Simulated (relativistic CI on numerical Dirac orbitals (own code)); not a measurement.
Tc5+: 4p photoemission

Computed with this model: Dirac-Coulomb-Breit CI, orbitals from a KLI potential per configuration, model QED, valence Slater integrals scaled by 0.7, multiplet model of photoemission in the sudden approximation; configurations [Kr] 4d2 → [Ar] 3d10 4s2 4p5 4d2; 80 K; Lorentzian 0.84 eV and Gaussian 0.6 eV FWHM. Energies are those of the free ion, without screening or charge transfer. The energies are binding energies and can lie tens of eV above those of solids. S is read from ⟨S²⟩ = S(S + 1).

Field parameters in Wybourne normalisation: Td as Oh with Dq negative (B⁴₀ = 21Dq, B⁴₄ = √(5/14) B⁴₀). The field is a parameter set, without covalency.

Peaks in eV (height, largest 100): 112.8 (100), 114.0 (90), 116.5 (57), 118.2 (33), 120.9 (6), 124.4 (12), 125.7 (11), 128.8 (12).

Which surroundings give this spectrum?
A. free ion
B. Td, 10Dq = -17100 cm⁻¹
C. Td, 10Dq = -10450 cm⁻¹
D. Td, 10Dq = -3800 cm⁻¹

C. Td, 10Dq = -10450 cm⁻¹, where the ground state has S = 1.00.
